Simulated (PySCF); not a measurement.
# Exercise with solution: entropy of an ideal gas

TaOCl3, SMILES [Cl][Ta]([Cl])(=[O])[Cl], multiplicity 1.

Geometry optimised at r2SCAN-D4/def2-SVP. The multiplicity is an assumed one; no other spin state was optimised. The isomer is the one that the SMILES or the coordinates give; other isomers of the formula were not compared. The def2 effective core potentials stand for the cores of Ta; spin–orbit coupling is left out.

PySCF 2.14.0 with r2SCAN-D4/def2-SVP gives the harmonic wavenumbers 101, 101, 117, 218, 218, 394, 416, 416, 1012 cm⁻¹ and the rotational temperatures 0.0703, 0.0703, 0.0472 K. The molar mass is 303.30 g/mol, the symmetry number 3, the spin multiplicity 1.

Q: Work out the entropy at 298.15 K and 1 atm in the rigid-rotor, harmonic-oscillator model.

A: 
Translation (Sackur–Tetrode at 1 atm): S = R[1.5 ln M + 2.5 ln T − 1.16487] = 180.0 J/(mol K).
Rotation: q = (√π/σ) T^1.5/√(θA θB θC) = 199000, S = R[ln q + 3/2] = 113.9 J/(mol K).
Vibration: with u = 1.4388 ν/T, each mode gives R[u/(e^u − 1) − ln(1 − e^−u)]:
```json
[
 {"ν (cm⁻¹)": "101", "modes": "2", "u": "0.49", "S (J/(mol K))": "28.74"},
 {"ν (cm⁻¹)": "117", "modes": "1", "u": "0.56", "S (J/(mol K))": "13.18"},
 {"ν (cm⁻¹)": "218", "modes": "2", "u": "1.05", "S (J/(mol K))": "16.53"},
 {"ν (cm⁻¹)": "394", "modes": "1", "u": "1.90", "S (J/(mol K))": "4.12"},
 {"ν (cm⁻¹)": "416", "modes": "2", "u": "2.01", "S (J/(mol K))": "7.58"},
 {"ν (cm⁻¹)": "1012", "modes": "1", "u": "4.88", "S (J/(mol K))": "0.37"}
]
```
These are all the modes. Sum 70.5 J/(mol K).
Spin: R ln 1 = 0.0 J/(mol K).
Total 364.5 J/(mol K); the program's own thermochemistry gives 364.5. Translation makes up 49 % and vibration 19 %. Anharmonicity, hindered rotation and orbital degeneracy are left out.
